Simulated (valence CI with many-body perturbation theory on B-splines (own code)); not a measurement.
Results of a calculation; reference values are marked as such.
# Lu LXVII: what the settings do

Method: relativistic CI+MBPT: three valence electrons over a frozen Dirac-Fock core [He], a basis of 6 s, 6 p, 5 d, 3 f, 1 g functions for each j, with the one-electron correlation potential Σ1, the two-electron term Σ2, the three-electron term Σ3, Breit, model QED; selected CI, second order for the rest (own B-spline code, finite nucleus).

The last digits are not significant, and no measured levels were compared; by estimate large intervals hold to a few tenths of a per cent, small ones and those within an open d or f shell to about a per cent.

The reference run has the lowest level (2s^2 2p1/2) J=1/2 and an ionisation energy of 17112.4 eV. Its largest variational space holds 3403 state functions.

Levels are named by their leading jj configuration (3d3/2^4 stands for four electrons in 3d with j = 3/2), which in mixed levels can hold well under half, so a name can repeat and another be missing. Letters in brackets count levels of one name in rising energy.

Changed runs:
A. correlating orbitals by l 3 3 3 2 1 → 3 6 3 2 2
B. shift of the energy in Σ1 (hartree) 0 → 52.9
C. Breit term on → off
D. correlating orbitals by l 3 3 3 2 1 → 2 2 1 1 0; natural orbitals for correlation on → off (bad on purpose)

Excitation energies of the reference run in cm⁻¹, and shifts in cm⁻¹:

```tsv
Level	Reference	A	B	C	D
(2s 2p1/2^2) J=1/2	2036830	+17	-28	-139942	+1117
(2s^2 2p3/2) J=3/2	9772110	-41	+21	+138127	-1358
(2s 2p1/2 2p3/2) J=3/2 [a]	11203100	+66	-7.2	+8139	-4040
(2s 2p1/2 2p3/2) J=5/2	11523700	-84	-7.3	+83961	-1269
(2s 2p1/2 2p3/2) J=1/2	12077100	-37	-7.3	+3387	+1451
(2s 2p1/2 2p3/2) J=3/2 [b]	12093700	-57	-7.2	+46507	+2554
(2p1/2^2 2p3/2) J=3/2	14213000	-86	-35	-105562	+3773
(2s 2p3/2^2) J=5/2	21119200	-34	+14	+188344	-3625
(2s 2p3/2^2) J=1/2	21956000	-27	+14	+112457	+1285
(2s 2p3/2^2) J=3/2	21961800	-55	+14	+163726	+1690
(2p1/2 2p3/2^2) J=3/2	23608400	-60	-14	+31271	-1127
(2p1/2 2p3/2^2) J=5/2	23790300	-145	-14	+104346	+2103
Ionisation energy (eV)	17112.4	-0.0076	+0.0083	+28.8	-1.0
```
